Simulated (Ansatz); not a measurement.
`O[Si](F)(Cl)Cl`, 6 atoms. Total charge 0; spin multiplicity 1. All runs use 2 threads of a server CPU on a shared host. Correlated methods freeze the cores.

Problem. How many basis functions does each run have, and how long does it take in Ansatz? RHF-MP2/def2-QZVPP energy; RKS ωB97M-V/def2-TZVPP energy and forces; RKS ωB97M-V/def2-QZVPP energy; RKS ωB97M-V/def2-SVP energy; RHF-CCSD(T)/def2-TZVPP energy; RKS PBE0-D4/def2-SVP energy; RKS PBE0-D4/def2-QZVPP energy; RKS r2SCANh-D4/def2-TZVPP energy; RKS PBE-QIDH (frozen core)/def2-TZVPP energy; RKS B2PLYP (frozen core)/def2-TZVPP energy; direct RPA on PBE orbitals/def2-TZVPP energy; RHF-CCSD(T)/def2-SVP energy. (Best estimate.)

Solution. The calculation gave: Other jobs shared the machine, so times are rough.

```tsv
level	job	functions	wall time	peak host memory (GiB)
RKS PBE0-D4/def2-SVP	energy	87	1.4 s	0.15
RHF-CCSD(T)/def2-SVP	energy	87	3.2 s	0.24
direct RPA on PBE orbitals/def2-TZVPP	energy	202	5.5 s	0.37
RKS B2PLYP (frozen core)/def2-TZVPP	energy	202	6 s	0.44
RKS ωB97M-V/def2-SVP	energy	87	6.5 s	0.23
RKS PBE-QIDH (frozen core)/def2-TZVPP	energy	202	6.5 s	0.43
RKS r2SCANh-D4/def2-TZVPP	energy	202	7 s	0.5
RKS PBE0-D4/def2-QZVPP	energy	354	11 s	1.2
RKS ωB97M-V/def2-TZVPP	energy and forces	202	15 s	0.68
RHF-MP2/def2-QZVPP	energy	354	18 s	1.4
RKS ωB97M-V/def2-QZVPP	energy	354	24 s	1.4
RHF-CCSD(T)/def2-TZVPP	energy	202	100 s	2.4
```
